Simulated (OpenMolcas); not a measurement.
## N3+: effect of correlating more closed shells

```yaml
Program: OpenMolcas
Basis: ANO-RCC-VDZP [3s2p1d]
Scalar_Hamiltonian: DKH2, point nucleus
Active_space: 2 electrons in 4 orbitals (2s 2p)
State_averaging: 2S+1 = 3 even, 3 roots; 2S+1 = 1 even, 7 roots; 2S+1 = 3 odd, 3 roots; 2S+1 = 1 odd, 3 roots
Spin-orbit_coupling: state interaction with AMFI integrals over the reference wave functions, term energies averaged over their components
```

Methods on the same reference wave functions:
A. CASSCF
B. MS-CASPT2, IPEA 0.25 Eh, imaginary shift 0.1 Eh (closed shells correlated: none)
C. MS-CASPT2, IPEA 0.25 Eh, imaginary shift 0.1 Eh (closed shells correlated: 1s)

Energies in eV above 2s² ¹S₀, the measured ground level; measured values from Moore, Selected Tables of Atomic Spectra, NSRDS-NBS 3, section 4.

```json
{"Level": "2s² ¹S₀", "A": "0.0000", "B": "0.0000", "C": "0.0000", "Measured": "0.0000"}
{"Level": "2s 2p ³P°₀", "A": "8.4514", "B": "8.373", "C": "8.378", "Measured": "8.3329"}
{"Level": "2s 2p ³P°₁", "A": "8.4594", "B": "8.381", "C": "8.386", "Measured": "8.3407"}
{"Level": "2s 2p ³P°₂", "A": "8.4755", "B": "8.397", "C": "8.402", "Measured": "8.3586"}
{"Level": "2s 2p ¹P°₁", "A": "17.6583", "B": "16.813", "C": "16.803", "Measured": "16.2040"}
{"Level": "2p² ³P₀", "A": "22.0277", "B": "21.956", "C": "21.934", "Measured": "21.7636"}
{"Level": "2p² ³P₁", "A": "22.0357", "B": "21.964", "C": "21.942", "Measured": "21.7726"}
{"Level": "2p² ³P₂", "A": "22.0516", "B": "21.980", "C": "21.958", "Measured": "21.7881"}
{"Level": "2p² ¹D₂", "A": "24.7013", "B": "23.916", "C": "23.909", "Measured": "23.4184"}
{"Level": "2p² ¹S₀", "A": "30.8593", "B": "30.020", "C": "30.011", "Measured": "29.1821"}
```

Deviations, from unrounded energies. A percentage is the sum of absolute deviations over the sum of measured energies, with the sign that they share, or ± where signs differ.

```json
{"Against measurement": "mean absolute deviation (cm-1)", "Levels": "9", "A": "5000", "B": "2400", "C": "2300"}
{"Against measurement": "other configurations (%)", "Levels": "9", "A": "+3.5", "B": "+1.7", "C": "+1.6"}
```

B, C lie about equally close to measurement and A furthest from it. The largest miss of C in the table is 2p² ¹S₀, by +6700 cm-1. The ranking rests on the paired levels alone, and a cruder setting can come out closer through cancelling errors.

Between B and C the level of the table that moves most is 2p² ³P₁, by 180 cm-1 (lowest in C, highest in B). Moves below CASPT2's spread within the term are not significant.

The mean deviations of B to C differ by less than CASPT2's widest spread within a term (80 cm-1), so their order carries little weight.

The lowest spin-free term lies below A's lowest term by 0.002 hartree in B, 0.003 hartree in C.

What an inner shell adds also hangs on whether the basis holds functions to correlate it.

Term energies are means over components that CASPT2 splits; among the terms shown or strongly mixed into the levels shown the widest spread is 80 cm-1 (2p² ¹D, B). The basis is small and was not contracted for so high a charge. Computed and measured levels are paired by configuration, term and J; levels that our copy of the source lacks, or whose pairing is in doubt (as where it misses far off the trend of its configuration), stay unpaired and out of the deviations. Only configurations of the active space appear.

° marks odd parity.
